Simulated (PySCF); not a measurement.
Mean polarisability (bohr³) of eight silicon and germanium compounds: PBE beside CAM-B3LYP, computed with PySCF for isolated molecules in the bases named; differences from unrounded values. The eight are the first of their class met in an unordered collection, after screening for sound electronic states; none was chosen by its value. Each molecule has one DFT geometry for both levels.

```
molecule                                                         basis  CAM-B3LYP   PBE  difference
-----------------------------------------------------------  ---------  ---------  ----  ----------
FH7OSi3, SMILES F[Si@H](O)[SiH2][SiH3]                       def2-TZVP       86.5  91.5         5.1
CH₈O₂Si₂, SMILES C[Si](O)(O)[SiH3]                           def2-TZVP       72.7  77.3         4.6
CH8FNOSi2, SMILES O[SiH2]N[SiH2]CF                           def2-TZVP       72.7  77.6         4.9
CH6O2SSi, SMILES S[Si](O)(C)O                                def2-TZVP       60.2  63.6         3.3
FGeH5OSi, SMILES F[SiH2][O][GeH3]                            def2-TZVP       55.4  58.6         3.2
C3H6FNSi, SMILES [SiH2]1C=NC[C@H]1F                          def2-TZVP       65.2  69.1         3.9
CH7FN2Si, SMILES C[Si](N)(N)F                                def2-TZVP       50.6  53.6         3.0
Ge(F)2(Cl)(NH2) (ClF₂GeH₂N), SMILES [NH2][Ge]([F])([F])[Cl]  def2-TZVP       44.5  47.1         2.6
```

PBE lies below CAM-B3LYP in 0 and above it in 8 of the eight; the mean signed difference is 3.8 and the largest 5.1 bohr³.
